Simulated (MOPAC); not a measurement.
MOPAC input (PM3):

```
PM3 PRECISE GNORM=0.05 LET XYZ CHARGE=-1 GEO-OK AUX(PRECISION=9) THREADS=1
H2As

As   -0.01946706 1   -0.02930590 1    0.05119338 1
H    -0.57983965 1    1.11526124 1   -0.82569952 1
H     1.22225249 1   -0.14816670 1   -0.86368213 1
```

Q: What heat of formation does the run end on?

A: -7.20 kcal/mol.
